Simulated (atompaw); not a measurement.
**Cutoff test, Ti (Z = 22), PAW (atompaw)**

```
Element                 : Ti (Z = 22)
Generator               : atompaw 4.2.0.5
Type                    : PAW
Functional              : PBE
Relativity              : scalar-relativistic
Frozen core             : [Ar]
Valence charge          : 4
Reference configuration : 3d2 4s1 4p1
Partial waves           : 4s (bound): rc 3.00 bohr; 4s channel at -0.05 Ry: rc 3.00 bohr; 4p (bound): rc 3.00 bohr; 4p channel at 3.4 Ry: rc 3.00 bohr; 3d (bound): rc 3.00 bohr; 3d channel at -0.05 Ry: rc 3.00 bohr
Local potential         : troulliermartins scheme with l = 3 at 0 Ry, radius 2.35 bohr
Core correction         : smooth core density matched at 2.80 bohr
Augmentation charge     : sinc compensation charge, radius 2.40 bohr; PAW radius 3.00 bohr; waves and projectors: custom polynom2 7 10 vanderbiltortho
```

The pseudo-atom Hamiltonian at the reference potential is diagonalised in spherical Bessel functions j_l(qr) that vanish at 20 bohr, with q² up to the cutoff. All-electron valence levels (Ry): 4s -0.3840, 4p -0.1525, 3d -0.4032.

Question: How do the lowest levels (Ry) of each channel move with the cutoff, and are there ghosts?

Answer:

```json
{"cutoff (Ry)": "8", "s #1": "-0.3838", "p #1": "-0.1524", "p #2": "0.0212", "d #1": "-0.3923", "f #1": "0.0863", "f #2": "0.2018", "Σ f·Δε (mRy)": "21.9"}
{"cutoff (Ry)": "12", "s #1": "-0.3839", "p #1": "-0.1525", "p #2": "0.0212", "d #1": "-0.4012", "f #1": "0.0863", "f #2": "0.2018", "Σ f·Δε (mRy)": "4.0"}
{"cutoff (Ry)": "15", "s #1": "-0.3839", "p #1": "-0.1525", "p #2": "0.0212", "d #1": "-0.4016", "f #1": "0.0863", "f #2": "0.2018", "Σ f·Δε (mRy)": "3.1"}
{"cutoff (Ry)": "21", "s #1": "-0.3840", "p #1": "-0.1525", "p #2": "0.0212", "d #1": "-0.4026", "f #1": "0.0863", "f #2": "0.2018", "Σ f·Δε (mRy)": "1.1"}
{"cutoff (Ry)": "25", "s #1": "-0.3840", "p #1": "-0.1525", "p #2": "0.0212", "d #1": "-0.4028", "f #1": "0.0863", "f #2": "0.2018", "Σ f·Δε (mRy)": "0.7"}
{"cutoff (Ry)": "35", "s #1": "-0.3840", "p #1": "-0.1525", "p #2": "0.0212", "d #1": "-0.4031", "f #1": "0.0863", "f #2": "0.2018", "Σ f·Δε (mRy)": "0.3"}
{"cutoff (Ry)": "400", "s #1": "-0.3840", "p #1": "-0.1525", "p #2": "0.0212", "d #1": "-0.4032", "f #1": "0.0863", "f #2": "0.2018", "Σ f·Δε (mRy)": "0.0"}
```

Result: no extra level below or beside the all-electron valence levels (s, p, d, f tested); 10 mRy is reached at 10 Ry and 1 mRy at 25 Ry.
